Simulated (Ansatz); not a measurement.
C3H7BO can be A, `B/C=C/CO`, or B, `CB(C)C=O`.

Gas-phase electronic energies from Ansatz, PBE0-D4/def2-TZVP geometries. CBS: MP2 limit from def2 TZ/QZ plus the TZ coupled-cluster correction, frozen cores. Functionals use def2-TZVPP. B3LYP here is the variant with VWN-RPA as its local correlation; programs differ in this. Each species was taken in one conformer, which may not be the lowest.

Which isomer does CCSD(T)/CBS put lower? Give the gap. (Estimate.)

The calculation gave: B, by 22.6 kcal/mol.

Give E(B) − E(A) in kcal/mol with PBE0-D4, B3LYP, HF/def2-TZVPP, BLYP-D4, B3LYP-D4, CCSD(T)/def2-TZVPP, r2SCAN-D4. (Estimate.)

Ansatz gave: PBE0-D4 -24.7, B3LYP -23.9, HF/def2-TZVPP -21.2, BLYP-D4 -25.1, B3LYP-D4 -24.1, CCSD(T)/def2-TZVPP -23.0, r2SCAN-D4 -25.8. None reverses the order clearly.

Does the order hold for the free energy at 298.15 K (harmonic terms from PBE0-D4)? (An estimate is asked.)

The calculation gave: Yes: G(B) − G(A) = -25.2 kcal/mol, for one conformer each. Modes under 60 cm⁻¹, often nearly free rotors, make the harmonic entropy too high.

Largest T1 diagnostic: 0.014.

From r2SCAN to r2SCAN0 (25 % exact exchange), in def2-TZVPP and without D4, E(B) − E(A) moves by +1.3 kcal/mol. Leaving LDA and LC-ωPBE aside and taking each functional with its dispersion term where it has one, the values, not all of them listed here, spread over 3.9 kcal/mol, from B97M-V to BHLYP-D4. LDA lies +2.1 kcal/mol from PBE without D4.
